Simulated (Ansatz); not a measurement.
Spectroscopic constants of LuH, multiplicity 3 (an upper state: multiplicity 1 came lower at CCSD(T)/def2-TZVPP on PBE0 minima). No spin–orbit coupling.

The constants come from a fifth-degree fit in 1/R (seven points, main isotopes). In def2 and cc sets the state is the lowest found near the PBE0 minimum, followed along R.

Codes used: Ansatz (Gaussian orbitals). Values without a source in brackets are computed. In def2 rows elements past Kr take small-core potentials, without spin–orbit coupling.

```csv
level,r_e (Å),ω_e (cm⁻¹),B_e (cm⁻¹),α_e (cm⁻¹),dipole (D)
PBE/def2-TZVPP,1.943,1402,4.46,0.11,2.73
PBE0/def2-TZVPP,1.945,1429,4.45,0.10,2.91
wB97X-V/def2-TZVPP,1.941,1425,4.46,0.12,1.12
CCSD/def2-TZVPP,1.950,1439,4.42,0.10,-
CCSD(T)/def2-TZVPP,1.947,1433,4.44,0.10,-
```

Correlated levels freeze the inner cores; with def2 sets outer-core shells near the valence are correlated too.

Ansatz is an electronic-structure program.
